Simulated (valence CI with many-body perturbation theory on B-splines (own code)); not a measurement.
Values are calculated unless marked as measured or tabulated.
## Sn²⁸⁺: what the settings do

Method: valence CI with perturbative core correlation (CI+MBPT): four valence electrons over a frozen Dirac-Fock core [Ar], a basis of 6 s, 6 p, 5 d, 5 f, 1 g functions for each j, with the one-electron correlation potential Σ1, the two-electron term Σ2, the three-electron term Σ3, Breit, model QED; selected CI, second order for the rest, scaled by the run's own slope (own B-spline code, finite nucleus).

No measured spectrum was set against this ion. As an estimate, large intervals hold to a few tenths of a per cent, small ones and those within an open d or f shell to about a per cent. Only levels of the ground parity were solved; by the run's estimate the other parity begins above the list, which can be wrong where configurations are misplaced.

The reference run has the lowest level (3d3/2^4) J=0 and an ionisation energy of 1595.80 eV. Its largest variational space holds 8174 state functions.

Levels are named by their leading jj configuration (3d3/2^4 stands for four electrons in 3d with j = 3/2), which in mixed levels can hold well under half, so a name can repeat and another be missing. Letters in brackets count levels of one name in rising energy.

Changed runs:
A. Davidson tolerance 2e-05 → 0.001
B. correlating orbitals by l 3 3 3 3 1 → 1 4 5 0 1; scale of Σ1 1 → 0
C. scale of Σ2 1 → 0.5
D. scale of Σ2 1 → -1 (bad on purpose)

Excitation energies of the reference run in cm⁻¹, and shifts in cm⁻¹:

```
                    Level  Reference  A      B      C       D
      (3d3/2^3 3d5/2) J=1      45750  0  -1106   -879   -3450
(3d3/2^2 3d5/2^2) J=2 [a]      77555  0  -1526  -1075   -4276
(3d3/2^2 3d5/2^2) J=3 [a]      97585  0  -1524   -994   -3972
      (3d3/2^3 3d5/2) J=4     101986  0  -1018   -794   -3010
    (3d3/2^2 3d5/2^2) J=0     144089  0  -1007   -392   -1332
(3d3/2^2 3d5/2^2) J=4 [a]     153196  0  -1545  -1467   -5476
(3d3/2^2 3d5/2^2) J=3 [b]     175186  0  -1063   -271    -792
(3d3/2^2 3d5/2^2) J=2 [b]     178565  0   -611   +352   +1485
    (3d3/2^2 3d5/2^2) J=5     187262  0  -1581  -1434   -5309
    (3d3/2^2 3d5/2^2) J=1     191931  0  -1028   +247   +1016
    (3d3/2^2 3d5/2^2) J=6     200400  0  -1643  -1862   -6840
(3d3/2^2 3d5/2^2) J=4 [b]     218369  0  -1295   -365   -1177
   Ionisation energy (eV)    1595.80  0  -2.79  -3.82  -15.04
```

No effect on these energies: A.
